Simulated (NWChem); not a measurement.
System: CH3Mg cation; SMILES [CH3][Mg+]

Program: NWChem. The level has its own optimisation; frequencies are unscaled.

### Question
What does the run give for B3LYP/3-21G? Quantities: r C–Mg (Å); r C–H (Å); highest harmonic frequency (cm⁻¹); lowest (cm⁻¹); zero-point energy (kcal/mol).

### Answer
The r C–Mg (Å) is 2.111. The r C–H (Å) comes out as 1.093. The highest harmonic frequency (cm⁻¹) is 3177, the lowest (cm⁻¹) is 515 and the zero-point energy (kcal/mol) is 22.3.
